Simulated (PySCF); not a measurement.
In(H)(vinyl)(NH2) (C2H6InN), SMILES [CH]([InH][NH2])=C. Atoms are numbered in the order given.

```xyz
10

In    -0.4676     0.2646    -0.0098
H     -2.0474     0.9131    -0.1969
C      0.5970    -1.2243    -1.1308
C      1.7749    -1.7174    -0.7178
H      0.1803    -1.6157    -2.0693
H      2.3205    -2.4853    -1.2849
H      2.2593    -1.3859     0.2099
N      0.5921     0.9731     1.5648
H      0.2617     1.7002     2.1910
H      1.5604     0.7455     1.7665
```

Geometry optimised at r2SCAN-D4/def2-SVP. The structure was generated by enumeration; whether it is a known compound was not checked. The def2 effective core potentials stand for the cores of In; spin–orbit coupling is left out. Other conformers were not sampled.

Level of theory: C-PCM-PBE0/def2-SVP (PySCF 2.14.0).

The values are the electrostatic part of the solvation free energy, E(continuum) − E(gas) at the gas-phase geometry, in a cavity of scaled van der Waals radii (PySCF's table); cavitation and dispersion terms are not included. A continuum can't describe solvent molecules that bind to the metal. In vacuum the orbital gap is 5.51 eV. The dipole moment in vacuum is 0.58 D.

| solvent | ε | ΔG(elec) (kcal/mol) | dipole (D) | gap (eV) |
|---|---|---|---|---|
| water | 78.36 | -4.0 | 0.70 | 5.67 |
| diethylether | 4.24 | [?] | [?] | [?] |
| n-hexane | 1.88 | -1.9 | 0.62 | 5.58 |

Q: Fill in the missing entries. (The exact figures need the calculation; the answer reports its results.)

A: 
- diethylether, ΔG(elec) (kcal/mol): -3.1
- diethylether, dipole (D): 0.66
- diethylether, gap (eV): 5.63
